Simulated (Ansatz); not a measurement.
`N=CC[SiH2][SiH3]` + `B[SeH]` → `B[Se][SiH2][SiH3]` + `CC=N`  (ligand exchange at the Si–C bond)

Program: Ansatz. Geometries: PBE0-D4/def2-TZVP. ΔE: electronic, gas phase. CCSD(T)/CBS adds triple-zeta CCSD(T) − MP2 to the extrapolated MP2 energy (def2 sets, frozen cores). DFT in def2-TZVPP. B3LYP here is the variant with VWN-RPA as its local correlation; programs differ in this. For Se outer-core shells are correlated without core-valence functions, which leaves a few kJ/mol of doubt a bond. Scalar relativity is left out up to krypton. One conformer a species, not always the lowest.

`N=CC[SiH2][SiH3]`:

Cartesian coordinates in Å:
```
N 0.427 2.379 -0.292
C 1.084 1.450 0.260
C 0.592 0.428 1.226
Si 0.276 -1.234 0.362
Si -1.314 -0.991 -1.338
H -0.542 2.386 0.037
H 2.137 1.356 -0.027
H -0.341 0.751 1.696
H 1.332 0.251 2.013
H 1.556 -1.742 -0.206
H -0.199 -2.214 1.379
H -0.760 -0.214 -2.477
H -2.508 -0.276 -0.806
H -1.743 -2.329 -1.827
```

`B[SeH]`:

Z-matrix (Å, degrees):
```
B
Se 1 1.899
H 1 1.189 2 121.0
H 1 1.191 2 115.7 3 180.0
H 2 1.470 1 97.7 3 0.0
```

`B[Se][SiH2][SiH3]`:

```xyz
11

B    -2.305   -0.217    0.520
Se   -1.716    0.098   -1.266
Si    0.353    0.983   -0.769
Si    1.685   -0.683    0.184
H    -1.616    0.057    1.454
H    -3.390   -0.694    0.647
H     0.924    1.455   -2.058
H     0.176    2.149    0.134
H     1.015   -1.212    1.400
H     1.852   -1.785   -0.800
H     3.024   -0.151    0.555
```

`CC=N`:

```xyz
8

C     0.468   -0.194   -0.645
C    -0.495    0.477    0.278
N    -0.821    0.127    1.447
H     1.272    0.496   -0.919
H     0.905   -1.086   -0.192
H    -0.033   -0.477   -1.575
H    -0.972    1.381   -0.114
H    -0.324   -0.724    1.720
```

```csv
level,ΔE (kJ/mol),difference from CCSD(T)/CBS
PBE-D4,-62.0,3.0
r2SCAN-D4,-61.9,3.1
PBE0-D4,-64.1,0.9
B3LYP-D4,-62.2,2.8
ωB97X-V,-60.7,4.3
ωB97M-V,-60.9,4.1
B2PLYP,-63.1,1.9
PBE,-62.5,2.5
r2SCAN,-62.5,2.5
PBE0,-64.6,0.4
B3LYP,-62.4,2.6
HF/def2-TZVPP,-67.8,-2.8
MP2/def2-TZVPP,-64.2,0.8
SCS-MP2/def2-TZVPP,-63.1,1.9
CCSD/def2-TZVPP,-60.7,4.3
CCSD(T)/def2-TZVPP,-60.3,4.7
HF/def2-QZVPP,-67.7,-2.7
MP2/def2-QZVPP,-66.9,-1.9
SCS-MP2/def2-QZVPP,-65.5,-0.5
HF/CBS(def2),-67.7,-2.7
MP2/CBS(def2),-69.0,-4.0
CCSD/CBS(def2),-65.5,-0.5
CCSD(T)/CBS,-65.0,0
```

Largest T1 diagnostic among the species: 0.014.

In def2-TZVPP, CCSD(T) changes the Hartree–Fock value by +7.5 kJ/mol (the triples alone add +0.4 kJ/mol) and MP2 by +3.6 kJ/mol.
